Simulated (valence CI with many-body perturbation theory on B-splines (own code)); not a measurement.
**Which ion has this spectrum?**

A relativistic CI+MBPT calculation for an atom or ion with 22 electrons gives these levels (cm⁻¹):

```csv
J,Parity,E,g
0,even,0,
1,even,724661,1.49
4,even,826477,1.05
2,even,860587,1.18
3,even,888684,1.10
0,even,1524958,
2,even,1525157,1.30
4,even,1548237,1.13
3,even,1567249,1.18
5,even,1595352,1.08
6,even,1618741,1.06
1,even,1647447,1.04
3,even,1668816,1.05
4,even,1673834,1.03
```

The energies are calculated, and their last digits are not significant.

Problem. Which is it?
A. Ir55+
B. Pt56+
C. Os54+
D. Au57+

Solution. D. Au57+, ground level (3d3/2^4) J=0.
